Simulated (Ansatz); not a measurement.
A run of Ansatz (development build ahead of 0.2.0) on quintet MnN at this shape:

```xyz
2

Mn    0.0000    0.0000    0.0000
N     0.0000    0.0000    1.6400
```

Its results:

```json
{"Converged": "yes", "Total energy": "-1205.41970 hartree", "Spin squared of the determinant": "6.292", "Stability test": "minimum"}
```

(1) Which input gives this output? Name the method, the orbitals and the basis set, and write the input.

## Answers

(1) PBE (unrestricted) in pcseg-2.

```yaml
crystal:
  periodic: [false, false, false]
  atoms:
    - { symbol: Mn, position_ang: [0.0, 0.0, 0.0] }
    - { symbol: "N", position_ang: [0.0, 0.0, 1.64] }
basis:
  gaussian: { orbitals: pcseg-2 }
magnetization:
  spin_polarized: true
  initial_magnetization: 4
hamiltonian:
  xc: pbe
```

Caution: the unrestricted determinant is spin contaminated.
